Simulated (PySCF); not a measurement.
# Electronic structure of Pt+ (platinum, charge +1) at the UHF level

Configuration: [Xe] 4f14 5d8 6p1, one real determinant (an excited configuration). All numbers are calculated (PySCF 2.14, scalar relativity through the core potential, in aug-cc-pVQZ-PP with ECP60MDF).

| Property | Result |
| --- | --- |
| Total energy | -117.998632 hartree |
| One-electron energy | -200.5313 hartree |
| Hartree (Coulomb) energy | 93.0707 hartree |
| Exchange energy | -10.5380 hartree |
| ⟨S²⟩ | 3.7535 |
| ⟨L²⟩ | 14.064 |
| Sum of ⟨r⟩ | 25.03 bohr |
| Sum of ⟨r²⟩ | 48.80 bohr² |
| Traceless quadrupole moment −½Σ⟨3z² − r²⟩ along its main axis | -6.28 e·bohr² |
| Time after the integrals | about 6 core-seconds |

| shell | electrons | mean orbital energy (eV) | spread (eV) | rms radius, mean of both spins (bohr) |
| --- | --- | --- | --- | --- |
| 5s α | 1 | -134.23 | 0 | 1.03 |
| 5s β | 1 | -131.10 | 0 | 1.03 |
| 5p α | 3 | -84.654 | 0.103 | 1.19 |
| 5p β | 3 | -80.372 | 0.316 | 1.19 |
| 5d α | 5 | -24.954 | 1.346 | 1.69 |
| 5d β | 3 | -23.143 | 0.367 | 1.69 |
| 6p α | 1 | -10.469 | 0 | 3.91 |

⟨L²⟩ = 14.06 against 20 for a pure G term, so this real determinant mixes terms. Energies and moments cover only the electrons outside the core potential. Spin-orbit coupling, absent here, splits the open shell strongly.
